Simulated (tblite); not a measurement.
Compound: C7H9FO.
Numbering: `[O:1]=[C:2]1[CH2:3][CH2:4][C@@H:5]1[C@@H:6]1[CH2:7][C@@H:8]1[F:9]` (hydrogens: H10, H11 on C3; H12, H13 on C4; H14 on C5; H15 on C6; H16, H17 on C7; H18 on C8)

Computed with GFN2-xTB (tblite), gas phase: Langevin dynamics at 200 K from the optimised GFN2-xTB geometry, time step 0.5 fs, friction 0.01 fs⁻¹, 2000 steps. Over the second half of the run the saved frames average 193 K.

The optimised geometry, where the run starts:
```
atom  x, y, z in Å
O1      1.066    0.292    2.356
C2      1.233    0.230    1.175
C3      2.332    0.684    0.240
C4      1.431    0.313   -0.951
C5      0.385   -0.285    0.018
C6     -1.024    0.241   -0.054
C7     -2.107   -0.443    0.740
C8     -2.086   -0.560   -0.748
F9     -1.734   -1.762   -1.289
H10     3.238    0.087    0.332
H11     2.603    1.734    0.340
H12     1.059    1.177   -1.497
H13     1.859   -0.394   -1.657
H14     0.366   -1.377   -0.002
H15    -1.089    1.317   -0.154
H16    -2.878    0.153    1.200
H17    -1.825   -1.316    1.307
H18    -2.836   -0.085   -1.367
```

t = 75 fs, T = 151 K, E(pot) 0.406 eV above the start
```
atom  x, y, z in Å  |  force x, y, z in eV/Å
O1      1.015    0.100    2.477    0.180   0.749  -1.052
C2      1.142    0.254    1.284    0.208  -1.377   0.601
C3      2.281    0.624    0.345   -0.443  -0.540   0.150
C4      1.440    0.157   -0.854    0.414  -0.988   0.498
C5      0.327   -0.308    0.122    0.866  -1.165  -0.421
C6     -1.049    0.215   -0.010   -0.185   0.581  -0.265
C7     -2.205   -0.510    0.598   -1.081   2.111  -0.178
C8     -2.071   -0.437   -0.890    0.661  -0.987   0.418
F9     -1.689   -1.599   -1.523    0.140  -0.067   0.197
H10     3.152    0.026    0.568    0.336  -0.081   0.041
H11     2.542    1.651    0.286    0.329   0.860   0.184
H12     1.195    0.948   -1.489   -0.698   1.370  -0.837
H13     1.865   -0.610   -1.525   -0.096   0.032   0.649
H14     0.370   -1.429    0.121   -0.383   0.719   0.350
H15    -1.045    1.298    0.055   -0.266   0.088  -0.171
H16    -2.960    0.086    1.140    0.282  -0.250  -0.643
H17    -2.019   -1.385    1.103    0.442  -1.916   0.671
H18    -2.709    0.040   -1.582   -0.705   0.860  -0.193
```

t = 250 fs, T = 228 K, E(pot) 0.378 eV above the start
```
atom  x, y, z in Å  |  force x, y, z in eV/Å
O1      0.781   -0.089    2.505   -0.444  -0.063   1.070
C2      1.028   -0.059    1.345    0.671   0.745   0.484
C3      2.290    0.400    0.612   -1.835  -0.822  -0.673
C4      1.540   -0.050   -0.676    1.249  -2.207  -0.752
C5      0.315   -0.522    0.124    0.200  -0.198  -0.867
C6     -1.029    0.075   -0.228    0.595  -0.539   0.085
C7     -2.212   -0.487    0.495   -0.040   0.002   0.827
C8     -2.052   -0.722   -0.963    0.326  -0.915   0.274
F9     -1.769   -1.944   -1.521    0.167   0.074   0.545
H10     3.125   -0.169    0.973    0.526  -0.059  -0.266
H11     2.450    1.451    0.619    0.317   0.697   0.292
H12     1.356    0.662   -1.443   -0.086   0.842  -0.269
H13     2.008   -0.945   -1.203   -0.234   1.063   0.567
H14     0.302   -1.620    0.137   -0.450   0.117   0.007
H15    -0.973    1.109   -0.483   -0.037   0.635   0.050
H16    -2.980    0.177    0.850   -0.274   0.144  -0.230
H17    -1.995   -1.224    1.254    0.044  -0.298  -0.309
H18    -2.751   -0.259   -1.594   -0.695   0.780  -0.834
```

t = 400 fs, T = 235 K, E(pot) 0.412 eV above the start
```
atom  x, y, z in Å  |  force x, y, z in eV/Å
O1      1.204   -0.599    2.447   -0.365  -0.086   0.128
C2      1.361   -0.380    1.284    1.265   0.545   0.162
C3      2.554    0.210    0.537   -0.704   0.344  -0.759
C4      1.772    0.012   -0.823   -0.763  -0.046   2.637
C5      0.580   -0.593    0.024    0.218  -1.526  -0.224
C6     -0.806   -0.037   -0.020   -1.809  -0.110  -0.355
C7     -1.927   -0.633    0.866    2.029  -1.056  -1.761
C8     -1.961   -0.870   -0.628    0.246   0.660   0.474
F9     -1.641   -2.104   -1.109    0.084  -0.032   0.126
H10     3.517   -0.257    0.620    0.226  -0.632   0.026
H11     2.746    1.239    0.836   -0.282   0.219  -0.135
H12     1.492    0.915   -1.310   -0.048   0.626  -0.383
H13     2.244   -0.670   -1.473    0.335  -0.670  -0.726
H14     0.520   -1.721   -0.037    0.007   0.851  -0.408
H15    -0.832    1.042   -0.148   -0.118  -0.116  -0.162
H16    -2.678    0.014    1.197   -0.583   0.489   0.850
H17    -1.573   -1.500    1.414   -0.491   0.355   0.378
H18    -2.829   -0.501   -1.199    0.752   0.185   0.131
```

t = 450 fs, T = 184 K, E(pot) 0.379 eV above the start
```
atom  x, y, z in Å  |  force x, y, z in eV/Å
O1      1.273   -0.780    2.465    0.231   0.051  -0.229
C2      1.450   -0.498    1.314   -1.384  -0.282   0.158
C3      2.489    0.214    0.525    1.548   0.458   1.046
C4      1.624    0.121   -0.715    0.328  -0.680  -1.018
C5      0.554   -0.682    0.058    0.962   0.714  -0.091
C6     -0.793   -0.073    0.087   -1.290  -0.155   0.735
C7     -1.830   -0.738    1.020   -0.441   1.684  -1.779
C8     -1.954   -0.836   -0.482   -0.015  -0.342   0.133
F9     -1.755   -2.083   -0.995    0.300  -0.087  -0.285
H10     3.435   -0.369    0.608   -0.423   0.475  -0.482
H11     2.712    1.258    0.882   -0.157  -0.966  -0.292
H12     1.328    1.121   -1.025   -0.166  -0.230  -0.352
H13     2.003   -0.502   -1.566    0.007   0.939   0.593
H14     0.476   -1.680   -0.342    0.042  -0.557   0.273
H15    -0.871    1.023   -0.021    0.209  -0.652   0.177
H16    -2.564   -0.031    1.361   -0.046  -0.112   0.816
H17    -1.617   -1.605    1.591    0.226  -0.244   0.201
H18    -2.719   -0.347   -1.089    0.067  -0.013   0.397
```

t = 475 fs, T = 220 K, E(pot) 0.394 eV above the start
```
atom  x, y, z in Å  |  force x, y, z in eV/Å
O1      1.261   -0.842    2.435    0.386   0.241  -0.404
C2      1.452   -0.522    1.291   -1.116  -0.795   0.460
C3      2.468    0.256    0.548    1.069   0.456   0.012
C4      1.606    0.196   -0.737    0.103  -2.233   0.217
C5      0.577   -0.728    0.049   -0.350   0.796   0.105
C6     -0.842   -0.125    0.186   -0.166  -0.526  -0.189
C7     -1.940   -0.698    1.091    1.245  -0.836  -0.312
C8     -2.092   -0.805   -0.384    1.139  -0.242  -0.830
F9     -1.787   -2.030   -0.975   -0.547   0.508   0.359
H10     3.465   -0.228    0.467   -0.590   0.252   0.044
H11     2.616    1.217    1.073    0.016  -0.130  -0.632
H12     1.155    1.101   -1.056   -0.132   0.751  -0.237
H13     2.075   -0.345   -1.610   -0.373   0.715   0.948
H14     0.574   -1.796   -0.204   -0.198   0.372  -0.265
H15    -0.804    0.960    0.073   -0.158  -0.272   0.230
H16    -2.524    0.027    1.573   -0.750   0.671   0.562
H17    -1.747   -1.593    1.719   -0.026   0.680  -0.794
H18    -2.817   -0.269   -1.031    0.447  -0.408   0.724
```

t = 500 fs, T = 200 K, E(pot) 0.407 eV above the start
```
atom  x, y, z in Å  |  force x, y, z in eV/Å
O1      1.254   -0.815    2.444   -0.218  -0.303   0.028
C2      1.372   -0.564    1.288    1.435   1.213  -1.275
C3      2.478    0.273    0.509   -1.238  -1.496   0.010
C4      1.556    0.229   -0.742   -0.948   0.775   1.562
C5      0.513   -0.638    0.020    0.181   0.285   0.817
C6     -0.839    0.000    0.221   -0.249  -1.569  -0.534
C7     -1.839   -0.683    1.114   -0.302   0.834   2.025
C8     -2.035   -0.744   -0.335    0.082  -0.493  -0.681
F9     -1.884   -2.003   -0.911    0.182   0.763   0.197
H10     3.452   -0.186    0.361   -0.124  -0.162   0.131
H11     2.612    1.202    0.999    0.090   0.991   0.237
H12     1.150    1.210   -1.079    0.378  -0.689   0.278
H13     1.958   -0.301   -1.542    0.789  -0.607  -1.384
H14     0.392   -1.672   -0.313    0.089   0.145  -0.174
H15    -0.852    1.048    0.116   -0.090   0.971  -0.015
H16    -2.489   -0.082    1.837    0.865  -0.900  -1.288
H17    -1.417   -1.581    1.562   -0.427   0.116   0.009
H18    -2.756   -0.200   -0.911   -0.494   0.126   0.056
```

t = 625 fs, T = 215 K, E(pot) 0.385 eV above the start
```
atom  x, y, z in Å  |  force x, y, z in eV/Å
O1      1.293   -0.604    2.532   -0.048  -0.030   1.168
C2      1.385   -0.469    1.360    0.977   0.035  -1.085
C3      2.543   -0.060    0.422   -1.162  -0.747   0.440
C4      1.516   -0.125   -0.767    0.480  -0.624   1.101
C5      0.417   -0.643    0.229    0.207   0.653  -0.202
C6     -0.854    0.117    0.361   -1.447   1.259  -1.975
C7     -2.033   -0.406    1.124    1.021  -0.588  -0.389
C8     -2.072   -0.509   -0.378    1.188  -0.589   1.677
F9     -1.945   -1.780   -0.909   -0.103   0.809   0.081
H10     3.318   -0.823    0.418    0.064   0.049  -0.139
H11     2.965    0.879    0.753    0.078   0.257  -0.450
H12     1.395    0.847   -1.204   -0.511   0.297  -0.139
H13     1.751   -0.851   -1.544    0.112   0.103   0.098
H14     0.095   -1.672    0.131    0.423  -0.430  -0.300
H15    -0.827    1.223    0.151    0.258  -1.083   0.516
H16    -2.659    0.255    1.643   -0.729   0.817   0.361
H17    -1.798   -1.277    1.706   -0.184  -0.433  -0.054
H18    -2.721    0.126   -0.912   -0.622   0.246  -0.707
```

t = 850 fs
```
atom  x, y, z in Å
O1      1.609   -0.514    2.467
C2      1.570   -0.463    1.248
C3      2.407    0.237    0.219
C4      1.479   -0.296   -0.884
C5      0.514   -0.873    0.219
C6     -0.807   -0.090    0.420
C7     -1.862   -0.694    1.305
C8     -2.111   -0.524   -0.160
F9     -2.170   -1.619   -0.974
H10     3.375   -0.234    0.089
H11     2.507    1.357    0.402
H12     1.045    0.394   -1.492
H13     2.015   -1.081   -1.446
H14     0.270   -1.875    0.111
H15    -0.677    0.973    0.395
H16    -2.314   -0.190    2.146
H17    -1.555   -1.734    1.569
H18    -2.796    0.206   -0.625
```

**Question.** Estimate the potential energy and the forces of this last frame.

**Answer.** 0.540 eV above the start.

| atom | Fx (eV/Å) | Fy (eV/Å) | Fz (eV/Å) |
| --- | --- | --- | --- |
| O1 | -0.002 | -0.145 | -1.927 |
| C2 | -0.613 | 0.368 | 2.031 |
| C3 | 0.389 | 0.642 | 0.063 |
| C4 | 0.649 | -1.876 | 1.886 |
| C5 | 0.148 | 2.143 | -0.367 |
| C6 | 0.939 | -0.289 | -0.233 |
| C7 | 0.792 | -1.257 | 0.169 |
| C8 | -0.531 | 0.244 | -0.476 |
| F9 | 0.149 | -0.321 | 0.266 |
| H10 | 0.441 | 0.403 | 0.368 |
| H11 | -0.103 | -1.426 | -0.385 |
| H12 | -1.078 | 1.767 | -1.745 |
| H13 | -0.579 | 0.327 | 0.072 |
| H14 | -0.251 | -1.889 | -0.046 |
| H15 | 0.144 | 0.459 | 0.269 |
| H16 | -0.226 | 0.185 | -0.483 |
| H17 | -0.586 | 0.805 | -0.117 |
| H18 | 0.318 | -0.139 | 0.655 |

The bond farthest from its length at the start is C4–H12 (1.017 against 1.088 Å), and half the difference of its two atoms' forces along it is +2.69 eV/Å (positive lengthens). The largest atomic force is 2.74 eV/Å.

What follows is the cost of the whole dynamics run. Hardware: one thread of an Arm Neoverse V2, no GPU, shared host. Cost: 9.9 s, 0.18 GiB resident at most.
